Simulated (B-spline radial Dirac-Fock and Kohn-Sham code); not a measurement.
# Ionisation of each subshell: Pm¹⁶⁺

System: promethium as Pm¹⁶⁺, configuration [Kr] 4d9; nuclear rms radius 4.962 fm (A = 145).

Calculated with an atomic code on a B-spline grid, using ΔSCF Dirac-Fock with Breit, self-energy and vacuum polarisation, finite nucleus, configuration average. Correlation and solid-state effects are left out. Energies are counted from the vacuum level. Subshells whose hole state is unreliable or did not converge are left out.

All terms are in eV, carry their sign (relaxation lowers the binding energy) and add up to the binding energy; ⟨r⟩ is the mean radius of the orbital in the initial state.

```tsv
subshell	−ε (Koopmans)	relaxation	Breit	QED	binding energy	⟨r⟩ (bohr)
K (1s)	45805.1	-63.26	-121.55	-62.62	45557.7	0.023
L1 (2s)	7859.5	-30.46	-12.49	-8.35	7808.2	0.098
L2 (2p1/2)	7443.3	-34.41	-20.79	0.39	7388.5	0.083
L3 (2p3/2)	6881.5	-32.51	-13.38	-0.53	6835.0	0.089
M1 (3s)	2041.0	-10.26	-2.08	-1.83	2026.8	0.259
M2 (3p1/2)	1862.2	-10.93	-3.60	0.06	1847.7	0.249
M3 (3p3/2)	1746.4	-10.21	-2.12	-0.12	1734.0	0.261
M4 (3d3/2)	1439.9	-12.00	-1.38	0.16	1426.7	0.233
N1 (4s)	690.7	-1.84	-0.47	-0.45	688.0	0.576
N2 (4p1/2)	618.7	-1.82	-0.79	0.02	616.1	0.587
N3 (4p3/2)	591.0	-1.64	-0.44	-0.03	588.9	0.609
N4,5 (4d)	468.0	-1.54	-0.15	0.03	466.4	0.638
```

For the deepest level, K (1s), the Breit terms make up -0.267 % of the binding energy, QED -0.137 % and orbital relaxation -0.139 %.

Spin-orbit splittings: 2p 553.4 eV, 3p 113.7 eV, 4p 27.19 eV.

Going to the tabulated ground configuration of the next ion removes an electron from N4,5 (4d), computed at 466.4 eV. NIST lists 462 ± 3 eV as the ionisation energy of this species (theoretical), -4.37 eV from the computed value. Where a p, d or f shell is open in either ion the computed value averages over both j values and all terms, while the table refers to the lowest levels; that difference holds spin-orbit splitting (largest in heavy or highly charged ions), term energies where several electrons share open shells, and correlation, and it can reach 10 % or more.
